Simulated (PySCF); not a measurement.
## Mo⁺: excitation energy

Mo⁺ [Kr] 4d5 (6S) → Mo⁺ [Kr] 4d4 5p1 (high-spin determinant), as a difference of total energies. Calculation: PySCF 2.14, in ANO-RCC-VTZP; the spin-free X2C one-electron Hamiltonian (Gaussian nucleus). Correlated levels: valence: [Kr] frozen. The calculations carry no spin-orbit coupling.

```json
{"method": "UHF", "excitation energy (eV)": "5.528"}
{"method": "MP2 (valence)", "excitation energy (eV)": "5.904"}
{"method": "SCS-MP2 (valence)", "excitation energy (eV)": "5.654"}
{"method": "CCSD (valence)", "excitation energy (eV)": "5.882"}
{"method": "CCSD(T) (valence)", "excitation energy (eV)": "5.886"}
```

**Question.** How much does correlation contribute at CCSD(T) (valence)?

**Answer.** 5.886 − (5.528) = 0.358 eV, measured against UHF.

A first-order spin-orbit estimate (lowest level to lowest level, LS coupling) adds -0.191 eV.

The basis was made for the ground configuration and has no added diffuse functions, so the excitation energy can come out too high.

The determinant of the upper state mixes LS terms, which raises its energy above the lowest term, most at the Hartree-Fock and MP2 levels.
